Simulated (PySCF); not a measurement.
BaF₂, SMILES [F][Ba][F].

Geometry optimised at PBE0-D3(BJ)/def2-TZVP. The isomer is the one that the SMILES or the coordinates give; other isomers of the formula were not compared. The def2 effective core potentials stand for the cores of Ba; spin–orbit coupling is left out.

All values below come from PBE/def2-TZVPD run with PySCF.

Computed frontier levels, gap, dipole moment and polarisability:
```json
{
 "highest_occupied_level": "-6.48 eV",
 "lowest_empty_level": "-1.88 eV",
 "orbital_gap": "4.60 eV",
 "dipole_moment": "6.48 D",
 "quadrupole, principal values (traceless, Buckingham form, about the centre of nuclear charge)": "-22.10, 7.45, 14.65 D·Å",
 "mean_static_polarisability": "35.3 bohr³ (5.22 Å³)",
 "polarisability_principal_values": "26.3, 33.2, 46.3 bohr³"
}
```
